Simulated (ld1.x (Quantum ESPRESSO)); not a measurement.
Pseudopotential generation for Zn: TM, PBEsol, scalar-relativistic.

- Element: zinc (Zn)
- Generator: ld1.x (Quantum ESPRESSO) 7.5
- Type: norm-conserving Troullier–Martins (Kleinman–Bylander form)
- Functional: PBEsol
- Relativity: scalar-relativistic
- Frozen core: [Ne] 3s2
- Valence charge: 18
- Reference configuration: 3p6 3d9 4s0 4p0 (charge +3)
- Partial waves: 4s (bound, empty): rc 1.60 bohr; 3p (bound): rc 1.20 bohr; 3d (bound): rc 0.60 bohr
- Local potential: all-electron potential smoothed inside 1.25 bohr (lloc = -2)
- Core correction: a·sin(br)/r model core inside 0.30 bohr

All-electron outer shells of the reference configuration (PBEsol, scalar-relativistic, ld1.x):

```csv
shell,level (eV),outermost node (bohr),outermost maximum (bohr)
3s,-170.72,0.28,0.59
3p,-124.87,0.25,0.59
3d,-50.69,–,0.56
4s,-35.29,0.83,1.75
4p,-26.36,0.89,2.04
```

Results:

| Item | Value |
| --- | --- |
| Ghost test | no extra level below or beside the all-electron valence levels (s, p, d, f tested) (spherical-Bessel basis up to 400 Ry, 20 bohr box) |
| Largest excitation error | -229 meV (all-electron minus pseudo) for 3p6 3d10 4s0 4p1, out of 7 test configurations |

Generation and tests took about 1.5 s on one core of a shared server CPU.
